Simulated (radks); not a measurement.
Results of a calculation; reference values are marked as such.
Coulomb parameter of the 5d shell of neutral iridium in the model configuration [Xe] 4f14 5d6 6s2 6p1, as a second difference U = [E(n + 0.5) + E(n - 0.5) - 2 E(n)] / (0.5)^2 with all orbitals relaxed. "Bare": the charge of the atom changes with n. "Screened": the 6p shell takes up the change at fixed total charge, which measures U(5d,5d) + U(6p,6p) - 2 U(5d,6p). Level of theory: scalar-relativistic Kohn-Sham, LDA (Slater exchange, Perdew-Wang correlation), spin-unpolarised, spherical densities, point nucleus (a radial shooting solver on a logarithmic mesh with Libxc functionals).

case,configuration,E - E(n) (eV)
start,[Xe] 4f14 5d6 6s2 6p1,0.000
bare +0.5,[Xe] 4f14 5d6.5 6s2 6p1,-4.378
bare -0.5,[Xe] 4f14 5d5.5 6s2 6p1,6.731
screened +0.5,[Xe] 4f14 5d6.5 6s2 6p0.5,-3.899
screened -0.5,[Xe] 4f14 5d5.5 6s2 6p1.5,4.523

U(bare) = 9.412 eV, U(screened by 6p) = 2.495 eV, against the Slater integral F0(5d,5d) = 15.092 eV with frozen orbitals. The step up makes a negative ion, whose loosely bound charge lowers the bare value.
